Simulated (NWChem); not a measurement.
System: BeHSeBr; SMILES [Br][Be][SeH]

```xyz
4

Be     0.0030    -0.0320     0.0000
Br     0.0115    -1.9928     0.0000
Se     0.0303     1.9958     0.0000
H     -1.4442     2.0196     0.0000
```
Atoms are numbered in this order, from 1.

Coordinates come from a PBE0/def2-SVP optimisation.

Symmetry labels are those of Cs in the frame above (b1 and b2, or b-type labels, depend on it).

**Question.** List the 6 lowest vertical singlet excitations from BHandHLYP/def2-SVPD, full TDDFT (NWChem).

**Answer.** 
```tsv
state	energy (eV)	oscillator strength	symmetry	leading excitation (squared amplitude)
S1	5.14	0.001	a"	HOMO → LUMO (0.94)
S2	5.80	0.042	a"	HOMO → LUMO+1 (0.89)
S3	6.36	0.150	a'	HOMO → LUMO+2 (0.88)
S4	6.51	0.007	a"	HOMO → LUMO+4 (0.33)
S5	6.97	0.000	a"	HOMO−2 → LUMO (0.83)
S6	7.10	0.014	a'	HOMO−3 → LUMO (0.73)
```
